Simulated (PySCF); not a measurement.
Species: C₅H₅FO₃S.
Cartesian coordinates in Å at the GFN2-xTB level; atoms count from 1:
```xyz
15
C5H5FO3S angstrom
O      2.206   -1.217    1.107
S      1.672    0.024    0.643
O      2.309    1.239    1.011
O      1.600   -0.050   -0.954
C     -0.105    0.129    1.101
C     -0.629    1.273    0.323
C     -1.419    0.814   -0.660
C     -1.488   -0.626   -0.533
F     -2.188   -1.389   -1.375
C     -0.756   -1.056    0.509
H      1.755   -0.945   -1.263
H     -0.095    0.212    2.182
H     -0.340    2.287    0.521
H     -1.924    1.374   -1.423
H     -0.602   -2.061    0.848
```

NICS = −σ at a ghost point: NICS(0) at the centroid of the ring atoms, NICS(1) 1 Å to either side along the normal of their mean plane, zz for the tensor component along that normal. Level: GIAO PBE0/pcSseg-1 (PySCF, non-relativistic, gas phase) on the GFN2-xTB geometry, one conformer.

Ring bond lengths (Å), with Mayer bond orders in brackets: C5–C6 1.480 (1.00), C6–C7 1.342 (1.71), C7–C8 1.447 (1.12), C8–C10 1.344 (1.70), C10–C5 1.476 (0.99).

Question: What do the NICS probes read (ppm)?

Answer: 
```csv
ring,type,NICS(0),"NICS(1), two faces","NICS(1)zz, two faces",rms pucker (Å),"centre to ring atoms, mean (Å)"
C5–C6–C7–C8–C10,"5-membered carbocycle; formal bonds 2 double, 3 single",-4.4,-4.5 / -5.1,-8.1 / -11.6,0.02,1.21
```

Question: What can be read from them?

Answer: 
- C5–C6–C7–C8–C10: mean NICS(1)zz -9.8 ppm, shielded. C5 has four or more neighbours; no verdict on aromaticity is drawn. The two faces differ by 3.5 ppm, so no symmetry operation interchanges them.

Question: At the second NICS(1) probe listed for ring C5–C6–C7–C8–C10, 1 Å off the ring, how large is the induced field along the normal in 9.4 T applied along it?

Answer: NICSzz × B0 = -11.6 ppm × 9.4 T = -109 μT, against the applied field.

Question: What are the shieldings of the ring atoms and their hydrogens in the same run (means over atoms taken as equivalent)?

Answer: 
```json
{"atoms": "C5", "environment": "sp3 carbon bound to sulfur", "σ isotropic (ppm)": "110.4", "principal values of the symmetric part, first atom (ppm)": "84.3, 99.1, 148.0"}
{"atoms": "C6", "environment": "alkene CH carbon", "σ isotropic (ppm)": "45.3", "principal values of the symmetric part, first atom (ppm)": "-63.8, 38.1, 161.5"}
{"atoms": "C7", "environment": "alkene CH carbon", "σ isotropic (ppm)": "46.2", "principal values of the symmetric part, first atom (ppm)": "-57.3, 52.2, 143.8"}
{"atoms": "C8", "environment": "vinylic C–F carbon", "σ isotropic (ppm)": "5.5", "principal values of the symmetric part, first atom (ppm)": "-85.1, 44.8, 56.7"}
{"atoms": "C10", "environment": "alkene CH carbon", "σ isotropic (ppm)": "76.8", "principal values of the symmetric part, first atom (ppm)": "-6.0, 78.8, 157.6"}
{"atoms": "H12", "environment": "methine hydrogen", "σ isotropic (ppm)": "26.85", "principal values of the symmetric part, first atom (ppm)": "24.1, 25.3, 31.1"}
{"atoms": "H13", "environment": "vinylic hydrogen", "σ isotropic (ppm)": "25.00", "principal values of the symmetric part, first atom (ppm)": "23.3, 24.7, 26.9"}
{"atoms": "H14", "environment": "vinylic hydrogen", "σ isotropic (ppm)": "24.90", "principal values of the symmetric part, first atom (ppm)": "23.5, 24.2, 27.0"}
{"atoms": "H15", "environment": "vinylic hydrogen", "σ isotropic (ppm)": "25.91", "principal values of the symmetric part, first atom (ppm)": "23.5, 26.5, 27.7"}
```
